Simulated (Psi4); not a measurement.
C3H10Si, charge +1, doublet, at the geometry of the source list (a state made from the parent by changing its charge; the spin is typed, not shown lowest); MP2/6-31G (Psi4).

The Psi4 input:
```
memory 2 GB

molecule {
1 2
  Si    0.06090000    0.22490000    0.46560000
  C    -0.93200000    1.38420000   -0.67160000
  C     1.76960000   -0.11080000   -0.30300000
  C    -0.87690000   -1.41820000    0.67490000
  H     0.23360000    0.86220000    1.78490000
  H    -1.08030000    0.94810000   -1.65580000
  H    -1.91320000    1.59710000   -0.25810000
  H    -0.42270000    2.33340000   -0.80880000
  H     2.36230000   -0.76890000    0.32530000
  H     1.68360000   -0.58130000   -1.27870000
  H     2.33130000    0.80940000   -0.43310000
  H    -1.02380000   -1.91880000   -0.27830000
  H    -1.85700000   -1.25970000    1.11460000
  H    -0.33550000   -2.10170000    1.32220000
}

set basis 6-31g
set reference uhf

energy('mp2')
print_variables()
```

It wrote (shortened):

```
    SCF Algorithm Type (re)set to DF.

   => Loading Basis Set <=

    Name: 6-31G
    Role: ORBITAL
    Keyword: BASIS

         ---------------------------------------------------------
                                   SCF
               by Justin Turney, Rob Parrish, Andy Simmonett
                          and Daniel G. A. Smith
                              UHF Reference
         ---------------------------------------------------------

  ==> Geometry <==

    Molecular point group: c1
    Full point group: C1

    Geometry (in Angstrom), charge = 1, multiplicity = 2:

       Center              X                  Y                   Z               Mass
    ------------   -----------------  -----------------  -----------------  -----------------
         SI           0.044556442748     0.164491215632     0.340523536783    27.976926534650
         C           -0.948343557252     1.323791215632    -0.796676463217    12.000000000000
         C            1.753256442748    -0.171208784368    -0.428076463217    12.000000000000
         C           -0.893243557252    -1.478608784368     0.549823536783    12.000000000000
         H            0.217256442748     0.801791215632     1.659823536783     1.007825032230
         H           -1.096643557252     0.887691215632    -1.780876463217     1.007825032230
         H           -1.929543557252     1.536691215632    -0.383176463217     1.007825032230
         H           -0.439043557252     2.272991215632    -0.933876463217     1.007825032230
         H            2.345956442748    -0.829308784368     0.200223536783     1.007825032230
         H            1.667256442748    -0.641708784368    -1.403776463217     1.007825032230
         H            2.314956442748     0.748991215632    -0.558176463217     1.007825032230
         H           -1.040143557252    -1.979208784368    -0.403376463217     1.007825032230
         H           -1.873343557252    -1.320108784368     0.989523536783     1.007825032230
         H           -0.351843557252    -2.162108784368     1.197123536783     1.007825032230

  Running in c1 symmetry.

  Rotational constants: A =      0.17343  B =      0.17343  C =      0.10288 [cm^-1]
  Rotational constants: A =   5199.38061  B =   5199.34239  C =   3084.21600 [MHz]
  Nuclear repulsion =  173.758597078400868

  Charge       = 1
  Multiplicity = 2
  Electrons    = 41
  Nalpha       = 21
  Nbeta        = 20

  ==> Algorithm <==

  SCF Algorithm Type is DF.
  DIIS enabled.
  MOM disabled.
  Fractional occupation disabled.
  Guess Type is SAD.
  Energy threshold   = 1.00e-08
  Density threshold  = 1.00e-08
  Integral threshold = 1.00e-12

  ==> Primary Basis <==

  Basis Set: 6-31G
    Blend: 6-31G
    Number of shells: 42
    Number of basis functions: 60
    Number of Cartesian functions: 60
    Spherical Harmonics?: false
    Max angular momentum: 1

   => Loading Basis Set <=

    Name: (6-31G AUX)
    Role: JKFIT
    Keyword: DF_BASIS_SCF

  ==> Integral Setup <==

  SCF_SUBTYPE=INCORE selected. In-core MEM_DF algorithm will be used.
  Using in-core AOs.

  ==> MemDFJK: Density-Fitted J/K Matrices <==

    J tasked:                   Yes
    K tasked:                   Yes
    wK tasked:                   No
    Algorithm:                 Core
    Schwarz Cutoff:           1E-12
    Mask sparsity (%):       0.6667
    Fitting Condition:        1E-10

   => Auxiliary Basis Set <=

  Basis Set: (6-31G AUX)
    Blend: CC-PVDZ-JKFIT
    Number of shells: 198
    Number of basis functions: 623
    Number of Cartesian functions: 623
    Spherical Harmonics?: false
    Max angular momentum: 3

  Minimum eigenvalue in the overlap matrix is 1.0217655184E-02.
  Reciprocal condition number of the overlap matrix is 2.0551327489E-03.
    Using symmetric orthogonalization.

  ==> Pre-Iterations <==

  SCF Guess: Superposition of Atomic Densities via on-the-fly atomic UHF (no occupation information).

   -------------------------
    Irrep   Nso     Nmo
   -------------------------
     A         60      60
   -------------------------
    Total      60      60
   -------------------------

  ==> Iterations <==

                           Total Energy        Delta E     RMS |[F,P]|

   @DF-UHF iter SAD:  -407.33537268248944   -4.07335e+02   0.00000e+00
   @DF-UHF iter   1:  -407.75348695895315   -4.18114e-01   6.84508e-03 DIIS/ADIIS
   @DF-UHF iter   2:  -407.85901657960784   -1.05530e-01   2.75405e-03 DIIS/ADIIS
   @DF-UHF iter   3:  -407.87765837219246   -1.86418e-02   7.99000e-04 DIIS/ADIIS
   @DF-UHF iter   4:  -407.88189697262254   -4.23860e-03   3.04306e-04 DIIS/ADIIS
   @DF-UHF iter   5:  -407.88310823757899   -1.21126e-03   9.60674e-05 DIIS
   @DF-UHF iter   6:  -407.88323348872774   -1.25251e-04   3.36040e-05 DIIS
   @DF-UHF iter   7:  -407.88324709516132   -1.36064e-05   1.06776e-05 DIIS
   @DF-UHF iter   8:  -407.88324808057030   -9.85409e-07   4.22692e-06 DIIS
   @DF-UHF iter   9:  -407.88324825864311   -1.78073e-07   1.65914e-06 DIIS
   @DF-UHF iter  10:  -407.88324828645204   -2.78089e-08   5.03149e-07 DIIS
   @DF-UHF iter  11:  -407.88324828875079   -2.29875e-09   2.66377e-07 DIIS
   @DF-UHF iter  12:  -407.88324828958616   -8.35371e-10   9.79049e-08 DIIS
   @DF-UHF iter  13:  -407.88324828972725   -1.41085e-10   5.62724e-08 DIIS
   @DF-UHF iter  14:  -407.88324828979410   -6.68479e-11   5.32022e-08 DIIS
   @DF-UHF iter  15:  -407.88324828984747   -5.33760e-11   5.23492e-08 DIIS
   @DF-UHF iter  16:  -407.88324828985071   -3.24007e-12   5.24198e-08 DIIS
   @DF-UHF iter  17:  -407.88324828985765   -6.93490e-12   5.25413e-08 DIIS
   @DF-UHF iter  18:  -407.88324828985594    1.70530e-12   5.25298e-08 DIIS
   @DF-UHF iter  19:  -407.88324828985571    2.27374e-13   5.25131e-08 DIIS
   @DF-UHF iter  20:  -407.88324828958508    2.70632e-10   4.60389e-08 DIIS
   @DF-UHF iter  21:  -407.88324828889540    6.89681e-10   1.90890e-08 DIIS
   @DF-UHF iter  22:  -407.88324828880866    8.67431e-11   4.04419e-09 DIIS
  Energy and wave function converged.

  ==> Post-Iterations <==

   @Spin Contamination Metric:   1.773678103E-02
   @S^2 Expected:                7.500000000E-01
   @S^2 Observed:                7.677367810E-01
   @S   Expected:                5.000000000E-01
   @S   Observed:                5.000000000E-01

    Orbital Energies [Eh]
    ---------------------

    Alpha Occupied:

[...]
    Alpha Virtual:

[...]
    Beta Occupied:

[...]
    Beta Virtual:

[...]
      60A      1.345644

    Final Occupation by Irrep:
              A
    DOCC [    20 ]
    SOCC [     1 ]
    NA   [    21 ]
    NB   [    20 ]

  @DF-UHF Final Energy:  -407.88324828880866

   => Energetics <=

    Nuclear Repulsion Energy =            173.7585970784008680
    One-Electron Energy =                -896.0910800687429401
    Two-Electron Energy =                 314.4492347015334417
    Total Energy =                       -407.8832482888086588

  UHF NO Occupations:
  HONO-2 :   19  A 1.9989294
  HONO-1 :   20  A 1.9935290
  HONO-0 :   21  A 1.0000000
  LUNO+0 :   22  A 0.0064710
  LUNO+1 :   23  A 0.0010706
  LUNO+2 :   24  A 0.0010689
  LUNO+3 :   25  A 0.0001270

Computation Completed

Properties will be evaluated at   0.000000,   0.000000,   0.000000 [a0]

Properties computed using the SCF density matrix

 Multipole Moments:

 ------------------------------------------------------------------------------------
     Multipole            Electronic (a.u.)      Nuclear  (a.u.)        Total (a.u.)
 ------------------------------------------------------------------------------------

 L = 1.  Multiply by 2.5417464519 to convert [e a0] to [Debye]
 Dipole X            :          0.2657161           -0.1725876            0.0931285
 Dipole Y            :          0.9821129           -0.6379129            0.3442001
 Dipole Z            :          2.0327420           -1.3205623            0.7121797
 Magnitude           :                                                    0.7964587

 ------------------------------------------------------------------------------------

  //>>>>>>>>>>>>>>>>>>>>>>>>>>>>>>>>>>>//
  //               DFMP2               //
  //<<<<<<<<<<<<<<<<<<<<<<<<<<<<<<<<<<<//

   => Loading Basis Set <=

    Name: (6-31G AUX)
    Role: RIFIT
    Keyword: DF_BASIS_MP2

	 --------------------------------------------------------
	                          DF-MP2
	      2nd-Order Density-Fitted Moller-Plesset Theory

	        Rob Parrish, Justin Turney, Andy Simmonett,
	           Ed Hohenstein, and C. David Sherrill
	 --------------------------------------------------------

	 --------------------------------------------------------
	                 NBF =    60, NAUX =   384
	 --------------------------------------------------------
	   CLASS    FOCC     OCC    AOCC    AVIR     VIR    FVIR
	   ALPHA       0      21      21      39      39       0
	    BETA       0      20      20      40      40       0
	 --------------------------------------------------------

	-----------------------------------------------------------
	 ==================> DF-MP2 Energies <====================
	-----------------------------------------------------------
	 Reference Energy          =    -407.8832482888086588 [Eh]
	 Singles Energy            =      -0.0000000000000000 [Eh]
	 Same-Spin Energy          =      -0.0674772828389508 [Eh]
	 Opposite-Spin Energy      =      -0.2677002478496735 [Eh]
	 Correlation Energy        =      -0.3351775306886243 [Eh]
	 Total Energy              =    -408.2184258194972699 [Eh]
	-----------------------------------------------------------
	 ================> DF-SCS-MP2 Energies <==================
	-----------------------------------------------------------
	 SCS Same-Spin Scale       =       0.3333333333333333 [-]
	 SCS Opposite-Spin Scale   =       1.2000000000000000 [-]
	 SCS Same-Spin Energy      =      -0.0224924276129836 [Eh]
	 SCS Opposite-Spin Energy  =      -0.3212402974196082 [Eh]
	 SCS Correlation Energy    =      -0.3437327250325918 [Eh]
	 SCS Total Energy          =    -408.2269810138412254 [Eh]
	-----------------------------------------------------------

  Variable Map:
  ----------------------------------------------------------------------------
[...]
  Array Variable Map:
  ----------------------------------------------------------------------------
[...]
[...]
```
